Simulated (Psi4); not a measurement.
A dimer, H4Si2 ··· H2 (SMILES [SiH][SiH3] and [H][H]); the first 6 atoms form monomer A.

```
8

Si     0.1923     1.3744     1.2855
H     -0.4794     2.1568     0.1639
Si     0.0955    -0.5711    -0.1116
H      0.8556    -0.3095    -1.3656
H     -1.3190    -0.8526    -0.4821
H      0.6550    -1.7979     0.5098
H      3.4480    -0.0587     0.7593
H      4.1888    -0.0559     0.8271
```

**Question.** What interaction energy does SAPT0/jun-cc-pVDZ, frozen core in Psi4 give, and which attractive term is the largest?

**Answer.** Total 0.19 kJ/mol: electrostatics 0.56, exchange 1.69, induction -0.41, dispersion -1.65. The most attractive term is dispersion.
